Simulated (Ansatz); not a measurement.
Program: Ansatz. Geometries: PBE0-D4/def2-TZVP. ΔE: electronic, gas phase. CBS: MP2 limit from def2 TZ/QZ plus the TZ coupled-cluster correction, frozen cores. This one scheme is used for every species. DFT in def2-TZVPP. B3LYP here is the variant with VWN-RPA as its local correlation; programs differ in this. HSE06 is defined as in plane-wave codes. No spin–orbit coupling; open shells (•) take unrestricted orbitals. One conformer a species, not always the lowest.

Reaction (homolysis of the C–Si bond): `NC[SiH2]F` → `[CH2]N`• + `F[SiH2]`•

`NC[SiH2]F`:

Z-matrix (Å, degrees):
```
C
Si 1 1.870
N 1 1.462 2 105.0
H 1 1.099 2 112.8 3 126.6
H 1 1.094 2 107.8 3 -115.9
F 2 1.606 1 110.6 3 -170.3
H 2 1.482 1 110.9 3 70.1
H 2 1.487 1 109.6 3 -51.9
H 3 1.011 1 111.1 2 73.7
H 3 1.011 1 111.9 2 -166.2
```

`[CH2]N`•:

Z-matrix (Å, degrees):
```
C
N 1 1.386
H 1 1.082 2 116.9
H 1 1.082 2 116.8 3 -149.1
H 2 1.008 1 115.5 3 -39.3
H 2 1.008 1 115.5 3 -171.7
```

`F[SiH2]`•:

Z-matrix (Å, degrees):
```
Si
F 1 1.604
H 1 1.490 2 107.9
H 1 1.490 2 107.9 3 120.5
```

| level | ΔE (eV) |
| --- | --- |
| r2SCAN-D4 | 3.30 |
| B97M-V | 3.53 |
| B3LYP-D4 | 3.37 |
| HSE06-D4 | 3.44 |
| PBE-QIDH | 3.57 |
| B3LYP | 3.25 |
| MP2/def2-TZVPP | 3.70 |
| CCSD(T)/def2-TZVPP | 3.58 |

Task: What does CCSD(T)/CBS give? (Estimate.)

Result: Computed: +3.68 eV. The listed levels differ from it by -0.38, -0.15, -0.31, -0.24, -0.11, -0.43, 0.02, -0.10 eV.

Largest T1 diagnostic among the species: 0.016.

In def2-TZVPP, CCSD(T) changes the Hartree–Fock value by +0.98 eV (the triples alone add +0.07 eV) and MP2 by +1.10 eV; breaking electron pairs costs correlation energy, which Hartree–Fock lacks. At CCSD(T), def2-SVP lies −0.17 eV from the extrapolated value and def2-TZVPP −0.09 eV: correlation converges slowly with the basis, and small sets miss more of it in the bonded molecule than in its fragments. From BLYP to BHLYP (50 % exact exchange), in def2-TZVPP and without D4, ΔE moves by +0.22 eV.
